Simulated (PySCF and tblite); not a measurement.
Values are calculated unless marked as measured or tabulated.
C₅H₁₀ClFSi, numbered as in [F:1][Si@@H:2]1[CH2:3][CH2:4][CH2:5][CH2:6][C@@H:7]1[Cl:8].

Conformers came from 60 starts (ETKDG and KDG, MMFF94s, GFN2-xTB); geometries are GFN2-xTB. Weights use B3LYP-D3(BJ)/def2-SVP (IEF-PCM, acetone) energies plus GFN2-xTB zero-point and thermal terms (modes under about 100 cm⁻¹ blended into free rotors). Symmetry numbers and mirror images are counted. Conformers within 2.5 kcal/mol (GFN2-xTB free energy) were kept, 6 at most. GIAO shieldings: mPW1PW91/pcSseg-1 (IEF-PCM, acetone). Shifts are against TMS (¹H), TMS (¹³C), TMS (²⁹Si) at the same level; of two unlike H on one atom, a is the less shielded. Programs: PySCF with density fitting and tblite.

**Question.** List the conformer-averaged shifts at 298.15 K.

**Answer.** ¹H: 5.08 (H2, 1H), 3.82 (H7, 1H), 2.11 (H6a, 1H), 2.09 (H6b, 1H), 1.88 (H5a, 1H), 1.81 (H4a, 1H), 1.61 (H4b, 1H), 1.38 (H5b, 1H), 1.29 (H3a, 1H), 1.03 (H3b, 1H) ppm. ¹³C: 53.6 (C7), 39.0 (C6), 28.6 (C5), 27.0 (C4), 16.4 (C3) ppm. ²⁹Si: 8.7 (Si2) ppm.

**Question.** How do the conformers differ?

**Answer.** The 6-ring runs over atoms 2–3–4–5–6–7.
```json
{"conformer": "1", "shape": "6-ring chair (Cl8 axial)", "weight %": "56.7"}
{"conformer": "2", "shape": "6-ring chair (F1 axial)", "weight %": "43.3"}
```

| signal | 1 | 2 | average |
| --- | --- | --- | --- |
| H2 | 5.12 | 5.03 | 5.08 |
| H3a | 1.26 | 1.34 | 1.29 |
| H3b | 1.27 | 0.71 | 1.03 |
| H4a | 2.03 | 1.51 | 1.81 |
| H4b | 1.27 | 2.05 | 1.61 |
| H5a | 1.81 | 1.96 | 1.88 |
| H5b | 1.48 | 1.25 | 1.38 |
| H6a | 1.85 | 2.44 | 2.11 |
| H6b | 2.27 | 1.86 | 2.09 |
| H7 | 4.09 | 3.47 | 3.82 |
| C3 | 14.5 | 18.9 | 16.4 |
| C4 | 27.1 | 26.9 | 27.0 |
| C5 | 25.9 | 32.2 | 28.6 |
| C6 | 38.0 | 40.4 | 39.0 |
| C7 | 54.2 | 53.0 | 53.6 |
| Si2 | 7.0 | 10.9 | 8.7 |

**Question.** Which signal moves most, for its nucleus, between 250 and 350 K through the change of populations alone?

**Answer.** H4b: 1.59 ppm at 250 K, 1.61 ppm at 298.15 K, 1.62 ppm at 350 K.

Unscaled ²⁹Si shifts at such levels can be off by tens of ppm; differences between conformers or isomers are more reliable. Shifts are unscaled: against experiment ¹³C can be off by 15 ppm or more and ¹H by 0.8 ppm.


Conformer gaps in def2-SVP on xTB geometries can be 2 kcal/mol too large for S=O, P=O and other polar bonds.